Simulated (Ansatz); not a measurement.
One change: `CB[SiH](C)F` becomes `C[SiH](F)P`.

Ansatz, PBE0-D4/def2-TZVP geometries, multiplicity 1. Each molecule was computed in one conformer, which needn't be the lowest.

```json
{"property": "HOMO energy (ωB97M-V/def2-TZVPP) / eV", "`CB[SiH](C)F`": "-9.85"}
{"property": "LUMO energy (PBE/def2-TZVPP) / eV", "`CB[SiH](C)F`": "-2.88"}
{"property": "size of the dipole moment (B3LYP/def2-TZVPP) / D", "`CB[SiH](C)F`": "2.27"}
{"property": "HOMO–LUMO gap (ωB97M-V/def2-TZVPP) / eV", "`CB[SiH](C)F`": "9.87"}
{"property": "HOMO–LUMO gap (PBE/def2-TZVPP) / eV", "`CB[SiH](C)F`": "3.53"}
{"property": "HOMO energy (PBE/def2-TZVPP) / eV", "`CB[SiH](C)F`": "-6.41"}
```

**Question.** Give the same properties after the change, and the shifts. (Best estimate.)

**Answer.** Ansatz gave: 
```
                                        property  `C[SiH](F)P`  shift
           HOMO energy (ωB97M-V/def2-TZVPP) / eV         -9.70   0.15
               LUMO energy (PBE/def2-TZVPP) / eV         -0.74   2.14
size of the dipole moment (B3LYP/def2-TZVPP) / D          2.11  -0.16
         HOMO–LUMO gap (ωB97M-V/def2-TZVPP) / eV         11.70   1.83
             HOMO–LUMO gap (PBE/def2-TZVPP) / eV          5.74   2.21
               HOMO energy (PBE/def2-TZVPP) / eV         -6.48  -0.07
```

With PBE0 the HOMO rises by 0.07 eV and the LUMO rises by 2.08 eV, so the gap widens by about 2.01 eV. PBE moves the HOMO by -0.07 eV and ωB97M-V by 0.15 eV. Dipoles are sizes alone; their direction can turn.

B3LYP here is the variant with VWN-RPA as its local correlation; programs differ in this.
